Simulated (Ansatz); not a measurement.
A run for Ansatz (a quantum-chemistry and plane-wave program): U-CCSD(T)/cc-pVTZ on AsN, a point of a bond scan (R = 1.773 Å). The run froze 15 orbitals, filled d shells among them.

Ansatz 0.2 input:
```yaml
crystal:
  periodic: [false, false, false]
  atoms:
    - {symbol: As, position_ang: [-0.00000000, -0.00000000, -0.28199367]}
    - {symbol: N, position_ang: [0.00000000, 0.00000000, 1.49053795]}
basis:
  gaussian:
    orbitals: cc-pVTZ
correlation: {method: ccsd_t, electrons: outside_noble_gas}
scf: {omitted_lower_state_checks: [cluster_reference]}
magnetization: {spin_polarized: true, initial_magnetization: 0}
```

Output:

```
WARN ansatz: RAYON_NUM_THREADS=1 ignored (pool sized by the plan → 1); use --threads N
Functional definition: HF
these checks for a lower state are left out or cut short: cluster_reference
integrals: 0.07 GiB planned
470 factors; integrals over basis functions are off by at most 1.0e-3 eV
mean field: 0.19 GiB planned
mean field evaluation 1: about -62271.0013 eV, gradient 3.0e1 eV
mean field evaluation 2: about -62271.0916 eV, gradient 3.0e1 eV
mean field evaluation 4: about -62275.9152 eV, gradient 2.3e0 eV
mean field evaluation 8: about -62275.9910 eV, gradient 2.4e-1 eV
mean field evaluation 16: about -62276.3250 eV, gradient 2.1e0 eV
mean field evaluation 32: about -62276.9986 eV, gradient 2.2e-1 eV
mean field evaluation 64: about -62277.9043 eV, gradient 8.4e-3 eV
mean field evaluation 96: about -62276.2831 eV, gradient 1.4e1 eV
mean field evaluation 128: about -62276.1514 eV, gradient 1.3e1 eV
mean field evaluation 160: about -62275.7883 eV, gradient 2.2e0 eV
mean field -62277.90433636 eV, -2288.6707708817 hartree, gradient 2.0e-6 eV, S^2 1.485261; 10 other end points of the search recorded, 0 dependent functions left out
15 core orbitals not correlated
reference -62277.90433636 eV, -2288.6707708817 hartree; 5, 5 occupied and 53, 53 virtual orbitals, 470 factors
second order -6.35672658 eV of doubles, -0.00000000 eV of singles
coupled cluster: 0.17 GiB planned
cycle   1  -6.80195846 eV  change   -4.5e-1 eV  update   1.2e-1
cycle   2  -7.20570197 eV  change   -4.0e-1 eV  update   6.1e-2
cycle   3  -7.46852194 eV  change   -2.6e-1 eV  update   5.9e-2
cycle   4  -7.74277473 eV  change   -2.7e-1 eV  update   4.1e-2
cycle   5  -7.88592779 eV  change   -1.4e-1 eV  update   1.9e-2
cycle   6  -7.92412178 eV  change   -3.8e-2 eV  update   8.4e-3
cycle   7  -7.94683669 eV  change   -2.3e-2 eV  update   4.1e-3
cycle   8  -7.94914949 eV  change   -2.3e-3 eV  update   1.9e-3
cycle   9  -7.94879133 eV  change    3.6e-4 eV  update   6.3e-4
cycle  10  -7.94967209 eV  change   -8.8e-4 eV  update   2.5e-4
cycle  11  -7.94949217 eV  change    1.8e-4 eV  update   1.2e-4
cycle  12  -7.94946137 eV  change    3.1e-5 eV  update   6.0e-5
cycle  13  -7.94947981 eV  change   -1.8e-5 eV  update   2.8e-5
cycle  14  -7.94946440 eV  change    1.5e-5 eV  update   1.1e-5
cycle  15  -7.94946435 eV  change    5.0e-8 eV  update   4.4e-6
cycle  16  -7.94945250 eV  change    1.2e-5 eV  update   2.0e-6
cycle  17  -7.94944774 eV  change    4.8e-6 eV  update   6.9e-7
coupled cluster: 0.17 GiB planned
perturbative correction -0.61171841 eV, -0.0224802371 hartree
WARN: the results are in doubt because among natural orbitals full CI differs from the method by -0.081 eV
Total energy: -62286.46550252 eV, -2288.9853879350 hartree
In doubt: among natural orbitals full CI differs from the method by -0.081 eV
Checks for a lower state left out: cluster_reference
```

Self-consistency was reached. Its determinant has ⟨S²⟩ = 1.49, a mixture of spin states.

Warnings raised: large difference.

Cost: around 7 core-seconds (rough).
